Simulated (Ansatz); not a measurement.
PBE exchange is replaced step by step with exact exchange (0 % is PBE, 25 % PBE0; no dispersion term), basis def2-TZVP, Ansatz. System: Te2Pd. Charge 0, multiplicity 1. Geometry: r2SCAN-D4/def2-TZVP.

Geometry of the singlet:

Cartesian coordinates in Å:
```
Pd -1.342 0.038 -0.577
Te 0.145 0.081 1.516
Te 1.196 -0.119 -0.939
```

In the def2 sets Pd, Te take a core potential; there is no spin–orbit coupling. At PBE-D4/def2-TZVP, PBE0-D4/def2-TZVP the restricted singlet is unstable: a solution with broken spin symmetry lies lower. At PBE-D4/def2-TZVP an occupied level of the charge 0 singlet lies above an empty one (by up to 0.29 eV), so this SCF solution is probably not the lowest. The restricted singlet is unstable towards broken spin symmetry at other levels; at PBE with 5 % exact exchange/def2-TZVP, PBE with 10 % exact exchange/def2-TZVP, PBE with 15 % exact exchange/def2-TZVP, PBE with 35 % exact exchange/def2-TZVP and others this wasn't settled. The geometry of the singlet was relaxed on an unsound state (an occupied level 0.13 eV above an empty one). At PBE0-D4/def2-TZVP a triplet of charge 0 lies 0.34 eV below the restricted singlet, each at its own geometry. The structure comes from a short search, and lower isomers may exist.

```tsv
exact exchange (%)	HOMO (eV)	LUMO (eV)	gap (eV)
0	-4.24	-4.53	-0.29
5	-4.43	-4.40	0.04
10	-4.62	-4.27	0.36
15	-4.82	-4.13	0.68
25	-5.20	-3.88	1.33
35	-5.59	-3.62	1.98
50	-6.19	-3.23	2.96
```
